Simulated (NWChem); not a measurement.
System meant: BCl₂ cation

NWChem input:

```
start job
memory heap 200 mb stack 900 mb global 1100 mb
charge 1
geometry units angstroms noautosym nocenter noautoz
  Cl    -1.617337    -0.022936     0.020057
  B      0.000000    -0.000000     0.000000
  Cl     1.617338     0.022936    -0.020057
end
basis spherical
  * library 6-31g*
end
dft
  xc xtpss03 ctpss03
  iterations 150
end
property
  shielding 2 1 2
end
task dft property
```

End of the output:

```
 Vector   22  Occ=0.000000D+00  E=-2.582855D-01
              MO Center=  2.2D-06,  1.8D-08, -1.6D-08, r^2= 3.1D+00
   Bfn.  Coefficient  Atom+Function         Bfn.  Coefficient  Atom+Function
  ----- ------------  ---------------      ----- ------------  ---------------
    24      1.755205  2 B  s                 11     -0.561797  1 Cl px
    43      0.561797  3 Cl px                10     -0.500601  1 Cl s
    42     -0.500599  3 Cl s                  7     -0.426589  1 Cl px
    39      0.426590  3 Cl px                 6     -0.276673  1 Cl s
    38     -0.276673  3 Cl s                 20      0.264725  2 B  s

 center of mass
 --------------
 x =   0.00000082 y =   0.00000000 z =   0.00000000

 moments of inertia (a.u.)
 ------------------
           0.231855629870          -9.264614512131           8.101690498335
          -9.264614512131         653.396968854675           0.114892762500
           8.101690498335           0.114892762500         653.427882372803

     Multipole analysis of the density
     ---------------------------------

     L   x y z        total         alpha         beta         nuclear
     -   - - -        -----         -----         ----         -------
     0   0 0 0      1.000000    -19.000000    -19.000000     39.000000

     1   1 0 0     -0.000002     -0.000017     -0.000017      0.000032
     1   0 1 0     -0.000000     -0.000000     -0.000000      0.000000
     1   0 0 1      0.000000      0.000000      0.000000      0.000000

     2   2 0 0    -11.453866   -164.525985   -164.525985    317.598104
     2   1 1 0      0.117148     -2.193408     -2.193408      4.503964
     2   1 0 1     -0.102443      1.918085      1.918085     -3.938612
     2   0 2 0    -19.712902     -9.888387     -9.888387      0.063872
     2   0 1 1     -0.001453      0.027201      0.027201     -0.055855
     2   0 0 2    -19.713293     -9.881068     -9.881068      0.048844

          -----------------------------------------
          Chemical Shielding Tensors (GIAO, in ppm)
          -----------------------------------------

 ------------------------------------------------------------------------
  xtpss03: d2 not coded                    0
 ------------------------------------------------------------------------
 ------------------------------------------------------------------------
  current input line :
    19: task dft property
 ------------------------------------------------------------------------
 ------------------------------------------------------------------------
 This error has not yet been assigned to a category
 ------------------------------------------------------------------------
 For more information see the NWChem manual at https://nwchemgit.github.io

0: xtpss03: d2 not coded:Received an Error in Communication
```

**Question.** What is wrong, and how is it mended?

**Answer.** The run crashed. Cause: this functional's second derivatives, which shieldings need, aren't coded here; the fix takes a hybrid GGA instead. This input runs:
```
start job
memory heap 200 mb stack 900 mb global 1100 mb
charge 1
geometry units angstroms noautosym nocenter noautoz
  Cl    -1.617337    -0.022936     0.020057
  B      0.000000    -0.000000     0.000000
  Cl     1.617338     0.022936    -0.020057
end
basis spherical
  Cl library 6-31g*
  B library 6-31g*
end
dft
  xc pbe0
  iterations 150
end
property
  shielding 2 1 2
end
task dft property
```
It converges to -944.59841 Ha (PBE0/6-31G* (spherical d), GIAO).
